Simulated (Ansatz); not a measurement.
Cs8Cl8⁻ (started as a model of: 1x4x4 CsCl rock-salt block). Charge -1, multiplicity 2. Geometry PBE-D4/def2-SVP, that of the neutral singlet; atoms count from 1.

```xyz
16

Cs    0.952   -0.704   -6.747
Cl    1.169    1.791   -4.770
Cs    0.182    4.420   -2.882
Cl    0.252    6.764   -0.689
Cl    0.969   -2.754   -4.303
Cs    1.421   -0.238   -2.017
Cl    0.028    2.304   -0.254
Cs    0.099    4.894    1.916
Cs   -0.110   -4.893   -1.915
Cl   -0.005   -2.306    0.257
Cs   -1.408    0.235    2.014
Cl   -0.989    2.754    4.301
Cl   -0.273   -6.761    0.690
Cs   -0.160   -4.420    2.885
Cl   -1.158   -1.792    4.769
Cs   -0.969    0.705    6.745
```

In the def2 sets Cs takes a core potential; there is no spin–orbit coupling. The highest occupied level of the charge -1 doublet lies above zero (up to 0.13 eV). By energy differences its removal costs 0.66 eV (vertical, to the charge 0 singlet, at PBE-D4/def2-SVP); self-interaction error and the lack of diffuse functions both raise the level. The gap within one spin of the charge -1 doublet nearly closes, so an electron or hole may be smeared out by delocalisation error.

Q: Estimate the Mulliken populations from the PBE/def2-SVP orbitals of Ansatz.

A: 
| atom | charge (e) | spin (α − β) |
| --- | --- | --- |
| Cs1 | 0.12 | 0.47 |
| Cl2 | -0.48 | 0.00 |
| Cs3 | 0.39 | 0.01 |
| Cl4 | -0.48 | 0.00 |
| Cl5 | -0.48 | 0.00 |
| Cs6 | 0.53 | 0.02 |
| Cl7 | -0.48 | 0.00 |
| Cs8 | 0.39 | 0.01 |
| Cs9 | 0.39 | 0.01 |
| Cl10 | -0.48 | 0.00 |
| Cs11 | 0.53 | 0.02 |
| Cl12 | -0.48 | 0.00 |
| Cl13 | -0.48 | 0.00 |
| Cs14 | 0.39 | 0.01 |
| Cl15 | -0.48 | 0.00 |
| Cs16 | 0.12 | 0.47 |
Mulliken values and Mayer orders depend strongly on the basis.

Q: Where does the spin sit?

A: Summed by element: Cs 1.00, Cl 0.00, of 1 unpaired in all. Largest on single atoms: Cs1 0.47, Cs16 0.47, Cs6 0.02.

Q: And the Mayer bond orders between bonded heavy atoms (over 0.3)?

A: Cs1–Cl2 0.39 (3.19 Å); Cs1–Cl5 0.39 (3.19 Å); Cl2–Cs3 0.34 (3.38 Å); Cs3–Cl4 0.52 (3.21 Å); Cl4–Cs8 0.52 (3.21 Å); Cl5–Cs9 0.35 (3.38 Å); Cs8–Cl12 0.35 (3.38 Å); Cs9–Cl13 0.52 (3.21 Å); Cl12–Cs16 0.39 (3.19 Å); Cl13–Cs14 0.52 (3.21 Å); Cs14–Cl15 0.34 (3.38 Å); Cl15–Cs16 0.39 (3.19 Å). Values over 0.3 also appear between atoms too far apart for a bond (Cs1–Cs16 0.43 at 13.70 Å); they arise where an orbital or an unpaired electron spreads over both atoms.
